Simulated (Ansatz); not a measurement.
Single points on `COc1ccc(-c2ccc(-c3ccc(-c4ccc(-c5ccc(-c6ccc(C(F)=C(F)F)cc6)cc5)cc4)cc3)cc2)cc1`.

```yaml
crystal:
  periodic: [false, false, false]
  atoms:
    - {symbol: C, position_ang: [14.464430, 0.048455, 0.258172]}
    - {symbol: O, position_ang: [13.615537, 1.138820, -0.044234]}
    - {symbol: C, position_ang: [12.270321, 0.934871, -0.030193]}
    - {symbol: C, position_ang: [11.468049, 2.057170, -0.332950]}
    - {symbol: C, position_ang: [10.078381, 1.947883, -0.340358]}
    - {symbol: C, position_ang: [9.429592, 0.721498, -0.051368]}
    - {symbol: C, position_ang: [7.952701, 0.612075, -0.055977]}
    - {symbol: C, position_ang: [7.302115, -0.576855, -0.460621]}
    - {symbol: C, position_ang: [5.908368, -0.680643, -0.459076]}
    - {symbol: C, position_ang: [5.089844, 0.399238, -0.053666]}
    - {symbol: C, position_ang: [3.612654, 0.288977, -0.048997]}
    - {symbol: C, position_ang: [2.966805, -0.946463, 0.190799]}
    - {symbol: C, position_ang: [1.573138, -1.050305, 0.196723]}
    - {symbol: C, position_ang: [0.750883, 0.076993, -0.033128]}
    - {symbol: C, position_ang: [-0.726217, -0.031116, -0.023680]}
    - {symbol: C, position_ang: [-1.381510, -1.203654, -0.466320]}
    - {symbol: C, position_ang: [-2.775464, -1.303723, -0.459862]}
    - {symbol: C, position_ang: [-3.587527, -0.237132, -0.009004]}
    - {symbol: C, position_ang: [-5.065042, -0.341437, -0.004653]}
    - {symbol: C, position_ang: [-5.882669, 0.794627, -0.207929]}
    - {symbol: C, position_ang: [-7.276540, 0.697149, -0.206523]}
    - {symbol: C, position_ang: [-7.926837, -0.542135, -0.002253]}
    - {symbol: C, position_ang: [-9.403579, -0.645379, -0.005061]}
    - {symbol: C, position_ang: [-10.059979, -1.811069, -0.461491]}
    - {symbol: C, position_ang: [-11.453036, -1.907661, -0.470813]}
    - {symbol: C, position_ang: [-12.259358, -0.834955, -0.019933]}
    - {symbol: C, position_ang: [-13.711612, -0.997989, -0.058233]}
    - {symbol: F, position_ang: [-14.162326, -2.219546, -0.432443]}
    - {symbol: C, position_ang: [-14.679606, -0.085201, 0.211104]}
    - {symbol: F, position_ang: [-14.448086, 1.167902, 0.579339]}
    - {symbol: F, position_ang: [-15.972171, -0.348821, 0.135903]}
    - {symbol: C, position_ang: [-11.609928, 0.335571, 0.445175]}
    - {symbol: C, position_ang: [-10.216871, 0.420419, 0.448383]}
    - {symbol: C, position_ang: [-7.109686, -1.678502, 0.201285]}
    - {symbol: C, position_ang: [-5.715743, -1.580404, 0.200636]}
    - {symbol: C, position_ang: [-2.931916, 0.934329, 0.436226]}
    - {symbol: C, position_ang: [-1.538158, 1.035016, 0.428321]}
    - {symbol: C, position_ang: [1.395662, 1.312652, -0.272332]}
    - {symbol: C, position_ang: [2.789292, 1.415292, -0.281943]}
    - {symbol: C, position_ang: [5.740258, 1.588801, 0.348986]}
    - {symbol: C, position_ang: [7.133975, 1.692527, 0.347684]}
    - {symbol: C, position_ang: [10.248091, -0.388583, 0.245534]}
    - {symbol: C, position_ang: [11.647202, -0.296479, 0.260183]}
    - {symbol: H, position_ang: [14.341819, -0.789183, -0.465712]}
    - {symbol: H, position_ang: [14.289558, -0.342654, 1.286304]}
    - {symbol: H, position_ang: [15.500605, 0.429409, 0.192168]}
    - {symbol: H, position_ang: [11.969483, 3.007079, -0.569662]}
    - {symbol: H, position_ang: [9.475086, 2.829915, -0.604007]}
    - {symbol: H, position_ang: [7.903805, -1.425590, -0.820002]}
    - {symbol: H, position_ang: [5.440175, -1.609844, -0.817924]}
    - {symbol: H, position_ang: [3.571467, -1.838112, 0.415209]}
    - {symbol: H, position_ang: [1.108059, -2.021548, 0.424230]}
    - {symbol: H, position_ang: [-0.784850, -2.039869, -0.861250]}
    - {symbol: H, position_ang: [-3.249227, -2.217029, -0.850555]}
    - {symbol: H, position_ang: [-5.413856, 1.769312, -0.410858]}
    - {symbol: H, position_ang: [-7.877200, 1.597077, -0.407743]}
    - {symbol: H, position_ang: [-9.465143, -2.652352, -0.847948]}
    - {symbol: H, position_ang: [-11.936380, -2.821786, -0.841871]}
    - {symbol: H, position_ang: [-12.197578, 1.182924, 0.820752]}
    - {symbol: H, position_ang: [-9.743043, 1.331346, 0.844054]}
    - {symbol: H, position_ang: [-7.578688, -2.653632, 0.402003]}
    - {symbol: H, position_ang: [-5.115025, -2.480273, 0.401583]}
    - {symbol: H, position_ang: [-3.527633, 1.770657, 0.832305]}
    - {symbol: H, position_ang: [-1.063433, 1.948349, 0.817729]}
    - {symbol: H, position_ang: [0.790101, 2.204448, -0.494337]}
    - {symbol: H, position_ang: [3.253409, 2.386144, -0.512384]}
    - {symbol: H, position_ang: [5.140595, 2.438828, 0.708363]}
    - {symbol: H, position_ang: [7.603647, 2.621502, 0.705340]}
    - {symbol: H, position_ang: [9.780074, -1.351228, 0.502350]}
    - {symbol: H, position_ang: [12.240773, -1.186092, 0.510431]}
basis:
  gaussian: {orbitals: def2-SVP, fitting: {mean_field: def2-universal-jkfit}, initial_orbitals: start.molden}
hamiltonian: {xc: lda}
scf: {omitted_lower_state_checks: [starts]}
output: {orbitals: {seedname: orbitals}}
```

The file start.molden holds the orbitals of an earlier run on this structure, at another level or in another basis.

```sh
$ ansatz run in.yaml --threads 2 --pin off --events-out ev --progress --plain --max-ram 32768MiB --backend cuda --devices 0, --max-vram 18GiB
```

Output, abridged:

```
Functional definition: SPW92
3719 factors; integrals over basis functions are off by at most 2.5e-1 eV
mean field evaluation 1: about -50602.3182 eV, gradient 4.7e1 eV
mean field evaluation 2: about -50604.0710 eV, gradient 1.7e0 eV
mean field evaluation 4: about -50604.0435 eV, gradient 1.9e-1 eV
mean field evaluation 8: about -50604.0436 eV, gradient 1.2e-5 eV
mean field -50604.04364865 eV, -1859.6643034351 hartree, gradient 1.2e-5 eV, S^2 0.000000; 0 other end points of the search recorded, 0 dependent functions left out
reference -50604.04374202 eV, -1859.6643068666 hartree; 148, 148 occupied and 589, 589 virtual orbitals, 3719 factors
Total energy: -50604.04374202 eV, -1859.6643068666 hartree
Checks for a lower state left out: starts
```

Hardware: 2 threads of AMD EPYC 7R13 on a shared host and a share (18 GiB) of an NVIDIA H100 80GB HBM3. Wall time 9 s.

First input, but with `hamiltonian: {xc: {name: BLYP}, dispersion: d4}` (abridged; 10 s):

```
Functional definition: BLYP
mean field -51023.94326163 eV, -1875.0953295938 hartree, gradient 2.0e-5 eV, S^2 0.000000
Total energy: -51029.88035873 eV, -1875.3135138879 hartree
Checks for a lower state left out: starts
```

As the first input, with `hamiltonian: {xc: {name: r2SCANh}, dispersion: d4}`, `output: {forces: true, orbitals: {seedname: orbitals}}` (abridged; 14 s):

```
Functional definition: r2SCANh
mean field -51012.46888161 eV, -1874.6736539057 hartree, gradient 1.5e-5 eV, S^2 0.000000
Total energy: -51013.32029825 eV, -1874.7049428902 hartree
Atom 0 force     0.050600    -0.066745     0.017542 eV/Å
Atom 1 force    -0.246615    -0.357723     0.087126 eV/Å
Atom 2 force    -0.069450     0.010376    -0.007256 eV/Å
Atom 3 force     0.010114    -0.121378     0.030108 eV/Å
Atom 4 force     0.041741    -0.086259     0.012884 eV/Å
Atom 5 force     0.265095     0.004649     0.007933 eV/Å
Atom 6 force    -0.269278    -0.019571     0.001935 eV/Å
Atom 7 force    -0.024238     0.089599     0.015866 eV/Å
Atom 8 force     0.010241     0.086093     0.016104 eV/Å
Atom 9 force     0.260624     0.018639     0.001362 eV/Å
Atom 10 force    -0.261520    -0.020906     0.002253 eV/Å
Atom 11 force    -0.024084     0.085198    -0.000364 eV/Å
Atom 12 force     0.011307     0.089613    -0.001825 eV/Å
Atom 13 force     0.260160     0.019791    -0.002037 eV/Å
Atom 14 force    -0.260364    -0.019999     0.002902 eV/Å
Atom 15 force    -0.024074     0.086707     0.014999 eV/Å
Atom 16 force     0.010424     0.086757     0.017634 eV/Å
Atom 17 force     0.263306     0.019214     0.002588 eV/Å
Atom 18 force    -0.259213    -0.018332    -0.001674 eV/Å
Atom 19 force    -0.012847    -0.087184    -0.007797 eV/Å
Atom 20 force     0.020114    -0.087458     0.004760 eV/Å
Atom 21 force     0.269577     0.019113    -0.000706 eV/Å
Atom 22 force    -0.270453    -0.022801    -0.003219 eV/Å
Atom 23 force    -0.018580     0.084085     0.014147 eV/Å
Atom 24 force    -0.023358     0.087017     0.040461 eV/Å
Atom 25 force     0.275224    -0.037729    -0.021219 eV/Å
Atom 26 force    -0.505552     0.207955     0.051218 eV/Å
Atom 27 force     0.177179     0.524310     0.156391 eV/Å
Atom 28 force     0.076307    -0.167198    -0.046702 eV/Å
Atom 29 force    -0.151239    -0.667936    -0.195912 eV/Å
Atom 30 force     0.696141     0.170853     0.052188 eV/Å
Atom 31 force    -0.004487    -0.083573    -0.029732 eV/Å
Atom 32 force    -0.011824    -0.081062    -0.018044 eV/Å
Atom 33 force     0.009575     0.090835    -0.002334 eV/Å
Atom 34 force    -0.025297     0.084265     0.004037 eV/Å
Atom 35 force     0.022597    -0.082915    -0.021046 eV/Å
Atom 36 force    -0.013025    -0.087819    -0.016913 eV/Å
Atom 37 force     0.025323    -0.087872     0.000788 eV/Å
Atom 38 force    -0.011664    -0.084810     0.000369 eV/Å
Atom 39 force     0.023564    -0.083908    -0.018152 eV/Å
Atom 40 force    -0.008736    -0.092293    -0.015217 eV/Å
Atom 41 force    -0.012842     0.105995    -0.018454 eV/Å
Atom 42 force     0.035413     0.130311    -0.027829 eV/Å
Atom 43 force     0.005842     0.300775     0.208586 eV/Å
Atom 44 force     0.023268     0.161697    -0.326304 eV/Å
Atom 45 force    -0.346295    -0.099158     0.013646 eV/Å
Atom 46 force    -0.145782    -0.277101     0.068977 eV/Å
Atom 47 force     0.175237    -0.251811     0.073460 eV/Å
Atom 48 force    -0.177815     0.241582     0.099390 eV/Å
Atom 49 force     0.138247     0.267919     0.100005 eV/Å
Atom 50 force    -0.178062     0.254403    -0.061251 eV/Å
Atom 51 force     0.136220     0.277230    -0.061882 eV/Å
Atom 52 force    -0.174054     0.238510     0.111361 eV/Å
Atom 53 force     0.140314     0.261911     0.109587 eV/Å
Atom 54 force    -0.138290    -0.279355     0.056020 eV/Å
Atom 55 force     0.177869    -0.255781     0.054036 eV/Å
Atom 56 force    -0.176078     0.243048     0.110577 eV/Å
Atom 57 force     0.148181     0.262655     0.107466 eV/Å
Atom 58 force     0.181376    -0.240137    -0.104428 eV/Å
Atom 59 force    -0.141017    -0.263313    -0.115543 eV/Å
Atom 60 force     0.140356     0.278067    -0.052383 eV/Å
Atom 61 force    -0.175985     0.257132    -0.055043 eV/Å
Atom 62 force     0.175650    -0.239482    -0.110815 eV/Å
Atom 63 force    -0.139119    -0.261249    -0.109141 eV/Å
Atom 64 force     0.176377    -0.253392     0.060487 eV/Å
Atom 65 force    -0.137972    -0.278865     0.063659 eV/Å
Atom 66 force     0.175971    -0.244603    -0.099447 eV/Å
Atom 67 force    -0.139868    -0.266315    -0.098963 eV/Å
Atom 68 force     0.137330     0.275549    -0.070303 eV/Å
Atom 69 force    -0.167790     0.254181    -0.070915 eV/Å
Dipole moment:     0.746903    -0.122992     0.095662 e Å
Checks for a lower state left out: starts
```

Geometry: PBE-D4/def2-SVP.

Single mean-field runs in def2-SVP are fitted with def2-universal-jkfit.
